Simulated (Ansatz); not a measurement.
`[F][GeH2][C]1=CC1` + H₂O → `[OH][GeH2][F]` + `C1=CC1`  (formal hydrolysis of a Ge–C bond)

Gas-phase electronic energies from Ansatz, PBE0-D4/def2-TZVP geometries. CBS: MP2 limit from def2 TZ/QZ plus the TZ coupled-cluster correction, frozen cores. This one scheme is used for every species. DFT in def2-TZVPP. B3LYP here is the variant with VWN-RPA as its local correlation; programs differ in this. For Ge outer-core shells are correlated without core-valence functions, which leaves a few kJ/mol of doubt a bond. Scalar relativity is left out up to krypton. One conformer a species, not always the lowest.

```csv
level,ΔE (kJ/mol)
r2SCANh-D4,-30.0
B3LYP,-35.1
r2SCAN0,-30.6
BHLYP,-36.5
```

Problem. What does CCSD(T)/CBS give? (Estimate.)

Solution. Ansatz gave: -23.9 kJ/mol. The listed levels differ from it by -6.1, -11.2, -6.7, -12.6 kJ/mol.

Largest T1 diagnostic among the species: 0.012.

At CCSD(T), def2-SVP lies −11.3 kJ/mol from the extrapolated value and def2-TZVPP −2.1 kJ/mol. In def2-TZVPP, CCSD(T) changes the Hartree–Fock value by +14.8 kJ/mol (the triples alone add +1.6 kJ/mol) and MP2 by +16.9 kJ/mol.
